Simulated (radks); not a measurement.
The carbon ion C2+, 4 electrons, occupied as [He] 2s1 2p1 (not the ground configuration).

All-electron calculation, Dirac Kohn-Sham, PBE, spin-unpolarised, spherical densities, point nucleus; open shells fill j = l - 1/2 first. Program: a radial shooting solver on a logarithmic mesh with Libxc functionals.

Energy parts (hartree):
| part | energy |
|---|---|
| total | -36.16140 |
| kinetic | 36.11110 |
| electron-nucleus | -80.04249 |
| Hartree | 12.10118 |
| exchange-correlation | -4.33120 |

Orbitals (lengths in bohr, moments of r in powers of bohr; <r^-3> diverges for s and p1/2):
orbital  occ.  eigenvalue (hartree)  <r^-3>
1s1/2       2             -11.31734       -
2s1/2       1              -1.47093       -
2p1/2       1              -1.15405       -
2p3/2       0              -1.15350   2.828

The highest occupied level is 2p1/2 at -31.403 eV. Summed over all electrons, <r^2> = 4.580 bohr^2, which gives a Langevin (diamagnetic) susceptibility term of -3.63 x 10^-6 cm^3/mol. The density falls to 0.001 e/bohr^3 at r = 2.84 bohr.
